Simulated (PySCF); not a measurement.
Ligand exchange on a metal centre used in film growth or etching (Zn Cl-H). Isolated molecules, 0 K electronic values unless said otherwise.

The numbers are results of PBE-D3(BJ)/def2-TZVP // BP86-D3(BJ)/def2-SVP in PySCF, not measurements. All candidates: neutral, multiplicity 1. 

| Quantity | Value |
|---|---|
| HOMO–LUMO gap | 5.46 eV |
| LUMO | -1.40 eV |
| HOMO | -6.85 eV |

**Question.** Say which member has these values.
(A) [Zn(Cl)(H)]
(B) [Zn(Cl)2]
(C) [Zn(H)2]

**Answer.** C, [Zn(H)2]. The others give [Zn(Cl)(H)]: 6.12 eV, -1.37 eV, -7.49 eV; [Zn(Cl)2]: 5.05 eV, -2.69 eV, -7.74 eV
